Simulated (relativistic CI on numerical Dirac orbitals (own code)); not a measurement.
# Nb²⁺: 4d valence photoemission

Computed with this model: Dirac-Coulomb-Breit CI, KLI orbitals optimised for each configuration, model QED (radiative potential, 1s self-energy scaled to tabulated hydrogen-like ionisation energies), valence Slater integrals scaled by 0.9, multiplet model of photoemission in the sudden approximation; configurations [Kr] 4d3 → [Kr] 4d2; 80 K; Lorentzian 0.21 eV and Gaussian 0.5 eV FWHM. Energies are those of the free ion, without screening or charge transfer. The energies are binding energies and can lie tens of eV above those of solids. S is read from ⟨S²⟩ = S(S + 1).

Field parameters in Wybourne normalisation: Oh B⁴₀ = 21Dq, B⁴₄ = √(5/14) B⁴₀. The field is a parameter set, without covalency.

free ion: ground-state S = 1.50, centroid 24.40 eV. Peaks (eV, height): 24.1 (100), 25.5 (27).

Oh, 10Dq = 4700 cm⁻¹: ground-state S = 1.50, centroid 24.61 eV. Peaks (eV, height): 24.4 (100), 26.1 (12).

Oh, 10Dq = 13000 cm⁻¹: ground-state S = 1.50, centroid 25.02 eV. Peaks (eV, height): 24.9 (100).

Oh, 10Dq = 21300 cm⁻¹: ground-state S = 1.50, centroid 25.43 eV. Peaks (eV, height): 25.4 (100).

Oh, 10Dq = 29600 cm⁻¹: ground-state S = 1.50, centroid 25.85 eV. Peaks (eV, height): 25.8 (100).

Oh, 10Dq = 37900 cm⁻¹: ground-state S = 1.50, centroid 26.26 eV. Peaks (eV, height): 26.2 (100).

Strongest unbroadened transitions for Oh, 10Dq = 4700 cm⁻¹:

```tsv
Energy (eV)	Relative strength
24.37	67.0
24.39	100.0
24.50	91.2
24.56	29.1
24.92	0.5
24.98	0.4
24.99	0.4
25.69	0.2
25.73	0.7
26.07	5.5
26.12	13.1
26.19	8.2
26.20	5.1
26.47	0.1
26.65	0.0
```
